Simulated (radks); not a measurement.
Results of a calculation; reference values are marked as such.
All-electron atom: the argon ion Ar2+ in [Ne] 3s1 3p4 4s1 (not the ground configuration). Level of theory: Dirac Kohn-Sham, PBE, spin-unpolarised, spherical densities, finite nucleus; open shells are shared between the two j in proportion to 2j + 1; Fermi nuclear charge, rms radius 3.4274 fm (a radial shooting solver on a logarithmic mesh with Libxc functionals).

Unscreened Slater integrals over Kohn-Sham orbitals (eV). Large and small components are both included. Empty in this configuration: 3d3/2.

F0(4s1/2,4s1/2): 7.2986
F0(4s1/2,3p3/2): 9.1452
G1(4s1/2,3p3/2): 0.79776
F0(4s1/2,3p1/2): 9.1504
G1(4s1/2,3p1/2): 0.79405
F0(4s1/2,3s1/2): 9.2440
G0(4s1/2,3s1/2): 0.55481
F0(4s1/2,3d3/2): 8.8401
G2(4s1/2,3d3/2): 1.4613
F0(3p3/2,3p3/2): 17.427
F2(3p3/2,3p3/2): 8.8497
F0(3p3/2,3p1/2): 17.464
G2(3p3/2,3p1/2): 8.8656
F0(3p3/2,3s1/2): 18.125
G1(3p3/2,3s1/2): 12.108
F0(3p3/2,3d3/2): 15.570
F2(3p3/2,3d3/2): 7.5318
G1(3p3/2,3d3/2): 9.4342
G3(3p3/2,3d3/2): 5.7174
F0(3p1/2,3p1/2): 17.501
F0(3p1/2,3s1/2): 18.167
G1(3p1/2,3s1/2): 12.141
F0(3p1/2,3d3/2): 15.597
G1(3p1/2,3d3/2): 9.4472
F0(3s1/2,3s1/2): 18.920
F0(3s1/2,3d3/2): 16.104
G2(3s1/2,3d3/2): 7.1581
F0(3d3/2,3d3/2): 14.182
F2(3d3/2,3d3/2): 6.8053
